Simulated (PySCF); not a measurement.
Isomers of C6H12O, one GFN2-xTB conformer each. Single-point energies are computed at PBE0/pcSseg-1 (PySCF, gas phase, no added dispersion term), electronic only.

```json
{"SMILES": "OCC1CCCC1", "GFN2-xTB relative energy (kJ/mol)": "0.0"}
{"SMILES": "CCC(=O)C(C)C", "GFN2-xTB relative energy (kJ/mol)": "32.7"}
{"SMILES": "C=C(OC)C(C)C", "GFN2-xTB relative energy (kJ/mol)": "82.2"}
{"SMILES": "C=CO[C@H](C)CC", "GFN2-xTB relative energy (kJ/mol)": "87.8"}
```

Conformers: `[OH:1][CH2:2][CH:3]1[CH2:4][CH2:5][CH2:6][CH2:7]1` with H–O1–C2–C3 -55°, O1–C2–C3–C4 -60°, C2–C3–C4–C5 -156°, C3–C4–C5–C6 42°, C4–C5–C6–C7 -35°, C5–C6–C7–C3 14°; `[CH3:1][CH2:2][C:3](=[O:4])[CH:5]([CH3:6])[CH3:7]` with C1–C2–C3–O4 8°, C2–C3–C5–C6 96°; `[CH2:1]=[C:2]([O:3][CH3:4])[CH:5]([CH3:6])[CH3:7]` with C1–C2–O3–C4 0°, C1–C2–C5–C6 119°; `[CH2:1]=[CH:2][O:3][C@H:4]([CH3:5])[CH2:6][CH3:7]` with C1–C2–O3–C4 1°, C2–O3–C4–C5 -82°, O3–C4–C6–C7 -65°.

What does PBE0/pcSseg-1 give for the same structures?

| SMILES | PBE0/pcSseg-1 E (Eh) | PBE0/pcSseg-1 (kJ/mol) | GFN2-xTB (kJ/mol) | point group |
| --- | --- | --- | --- | --- |
| CCC(=O)C(C)C | -310.68697 | 0.0 | 32.7 | C1 |
| OCC1CCCC1 | -310.67670 | 27.0 | 0.0 | C1 |
| C=C(OC)C(C)C | -310.65100 | 94.4 | 82.2 | Cs |
| C=CO[C@H](C)CC | -310.65077 | 95.0 | 87.8 | C1 |

GFN2-xTB puts OCC1CCCC1 lowest instead; measured from each level's own lowest isomer, the values differ by up to 32.7 kJ/mol (CCC(=O)C(C)C: 32.7 against 0.0). As drawn, the lowest has a C=O bond, which the highest lacks; the highest has a C=C bond outside aromatic rings, which the lowest lacks. Neighbours under 10 kJ/mol apart (C=C(OC)C(C)C and C=CO[C@H](C)CC) can change places with a better method, another conformer or zero-point energy.

Which frontier levels, dipoles and rotational constants go with these structures?

| SMILES | HOMO (eV, PBE0/pcSseg-1) | LUMO (eV) | dipole (D) | A, B, C (MHz) |
| --- | --- | --- | --- | --- |
| CCC(=O)C(C)C | -7.09 | -0.25 | 2.68 | 4637, 1596, 1446 |
| OCC1CCCC1 | -7.57 | 1.19 | 1.70 | 5541, 1709, 1420 |
| C=C(OC)C(C)C | -6.55 | 1.18 | 0.77 | 3824, 1819, 1690 |
| C=CO[C@H](C)CC | -6.63 | 0.99 | 0.97 | 3901, 1791, 1409 |
